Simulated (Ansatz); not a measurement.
Basis sets compared for Sb5As⁺ (the lowest doublet isomer of a short search). Total charge 1; doublet. Geometry PBE-D4/def2-SVP. Ansatz on 6 threads of Intel Xeon on a shared host; times are rough, and most runs start from earlier orbitals.

Cartesian coordinates in Å:
```
As 2.4548 -1.6709 -0.3158
Sb 0.2710 -0.6476 1.1193
Sb -1.9558 -0.9420 -0.6625
Sb -0.6777 1.6155 -0.7082
Sb 2.3140 0.6955 -0.9339
Sb -2.4063 0.9495 1.5011
```

In the def2 sets Sb takes a core potential; there is no spin–orbit coupling. The structure comes from a short search, and lower isomers may exist.

| level | functions | energy (Eh) | HOMO (eV) | LUMO (eV) | wall time |
| --- | --- | --- | --- | --- | --- |
| PBE-D4/def2-SVP | 162 | -3436.4625 | -8.78 | -8.04 | 4.2 s |
| PBE0-D4/def2-SVP | 162 | -3436.5520 | -9.68 | -7.42 | 12 s |

Problem. Estimate the rows for PBE-D4/def2-TZVP, PBE0-D4/def2-TZVP.

Solution. 
```json
{"level": "PBE-D4/def2-TZVP", "functions": "298", "energy (Eh)": "-3436.7800", "HOMO (eV)": "-8.72", "LUMO (eV)": "-7.97", "wall time": "10 s"}
{"level": "PBE0-D4/def2-TZVP", "functions": "298", "energy (Eh)": "-3436.8685", "HOMO (eV)": "-9.59", "LUMO (eV)": "-7.34", "wall time": "36 s"}
```
